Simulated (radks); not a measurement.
Neutral copper inside a hard spherical wall (all orbitals vanish at R), configuration held at [Ar] 3d10 4s1 and not refilled when levels cross. Calculated with a radial shooting solver on a logarithmic mesh with Libxc functionals: scalar-relativistic Kohn-Sham, LDA (Slater exchange, Perdew-Wang correlation), spin-polarised, spherical densities, point nucleus; open shells are filled with parallel spins first. Eigenvalues in eV for spin up, with the zero of energy where the potential of the charges vanishes at infinity; a dash marks a level that is unbound or too diffuse for the functional's potential to be trusted. A positive occupied level is held by the wall or, in an anion where self-interaction has pushed it up, behind a barrier. The pressure on the wall is -dE/dV.

| R (bohr) | E (hartree) | kinetic (hartree) | e(3s) | e(3p) | e(3d) | e(4s) | e(4p, empty) | e(5s, empty) | pressure (GPa) |
|---|---|---|---|---|---|---|---|---|---|
| free | -1652.27081 | 1676.149 | -114.07 | -71.962 | -5.336 | -5.180 | -0.985 | -0.007 | 0 |
| 20 | -1652.27081 | 1676.149 | -114.07 | -71.962 | -5.336 | -5.180 | -0.984 | 0.146 | < 0.0001 |
| 15 | -1652.27081 | 1676.149 | -114.07 | -71.962 | -5.336 | -5.180 | -0.978 | 0.402 | < 0.0001 |
| 10 | -1652.27068 | 1676.150 | -114.06 | -71.948 | -5.322 | -5.167 | -0.859 | 1.727 | 0.00377 |
| 8 | -1652.26934 | 1676.161 | -113.96 | -71.855 | -5.233 | -5.079 | -0.530 | 3.838 | 0.0639 |
| 6 | -1652.25503 | 1676.245 | -113.39 | -71.282 | -4.689 | -4.464 | 0.832 | 10.274 | 1.22 |
| 4 | -1652.07848 | 1676.989 | -109.86 | -67.796 | -1.380 | 0.222 | 8.024 | 37.052 | 38.0 |
| 3.5 | -1651.88434 | 1677.709 | -107.23 | -65.217 | 1.118 | 4.317 | 13.533 | 55.361 | 107 |
| 3 | -1651.44731 | 1679.233 | -102.68 | -60.775 | 5.557 | 12.405 | 23.782 | 87.176 | 340 |
| 2 | -1647.09326 | 1693.663 | -77.953 | -36.253 | 32.514 | 74.595 | 94.500 | 276.48 | 6650 |
